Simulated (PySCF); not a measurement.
Working with the constants of KCl

RHF-CCSD(T) constants of KCl, ¹Σ⁺ (singlet), closed shell (PySCF, no relativity, basis sets K def2-SVPD, Cl def2-SVPD; masses 38.9637 and 34.9689 u):

```
ωe              : 263.7 cm⁻¹
ωexe            : 1.15 cm⁻¹
Be              : 0.11982 cm⁻¹
αe              : 0.000744 cm⁻¹
D (centrifugal) : 9.9e-08 cm⁻¹
De to K + Cl    : 4.20 eV
```

(1) Give the vibrational terms G(v) and spacings up to v = 6.

(2) How well does the Morse estimate ωe²/(4ωexe) reproduce De, and what is D0?

Correlated steps freeze 10 core orbitals. Correlated levels converge slowly with the basis: in double zeta they bind strong bonds too weakly, by up to about 1 eV, and carry superposition errors of some tenths. Where the molecule has an RHF reference, its open-shell atoms are computed with UHF.

Answers

(1) G(v) = ωe(v+½) − ωexe(v+½)².

| v | G(v) (cm⁻¹) | G(v) − G(v−1) | Bv (cm⁻¹) |
| --- | --- | --- | --- |
| 0 | 131.6 |  | 0.1194 |
| 1 | 393.0 | 261.4 | 0.1187 |
| 2 | 652.1 | 259.1 | 0.1180 |
| 3 | 908.9 | 256.8 | 0.1172 |
| 4 | 1163.4 | 254.5 | 0.1165 |
| 5 | 1415.6 | 252.2 | 0.1157 |
| 6 | 1665.5 | 249.9 | 0.1150 |

(2) It gives 1.87 eV, 45 % of the computed De. D0 = De − G(0) = 4.20 − 0.02 = 4.18 eV.
